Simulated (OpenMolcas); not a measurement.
# An input for singlet [SnH3O2]−

[SnH3O2]−: 6 atoms, total charge -1, spin state singlet. SMILES of the parent species: `[OH][SnH][OH]`. The shape is that of a PBE0-D4/def2-TZVP optimisation. This is one conformer, not always the lowest. That shape belongs to the parent species and isn't relaxed for this state.

```
atom    x (Å)    y (Å)    z (Å)
   O  -1.2483  -0.6847  -0.2334
  Sn   0.4170   0.3025  -0.6396
   O   1.4139  -0.0383   1.0167
   H  -1.8520  -0.7834  -0.9736
   H   0.1286   2.0261  -0.6243
   H   1.1827  -0.8860   1.4081
```

Settings wanted:

* method: HF
* reference: RHF
* integral approximation: none
* basis set: 3-21G
* task: energy
* nucleus: point
* SCF convergence threshold: 1e-10
* d and f functions: spherical

Q: Write the OpenMolcas 26.06 input and the command.

A: This one ran through:

calc.inp:
```
>>> EXPORT MOLCAS_PRINT=2
&GATEWAY
BasLib=$CurrDir
Coord
6
angstrom
O       -1.248300      -0.684700      -0.233400
Sn       0.417000       0.302500      -0.639600
O        1.413900      -0.038300       1.016700
H       -1.852000      -0.783400      -0.973600
H        0.128600       2.026100      -0.624300
H        1.182700      -0.886000       1.408100
Basis=3-21G
Group=NoSym
&SEWARD
&SCF
Charge=-1
Thresholds=1e-10 1e-07 1e-07 1e-05
PrOrbitals=1 1
```

```bash
$ export MOLCAS_MEM=1860
$ pymolcas calc.inp > calc.log
```

(Basis files named in the input come from the Basis Set Exchange and aren't shown.)

Calculated total energy: -6146.92440 Eh. The run is non-relativistic. Without diffuse functions such a state is poorly described.
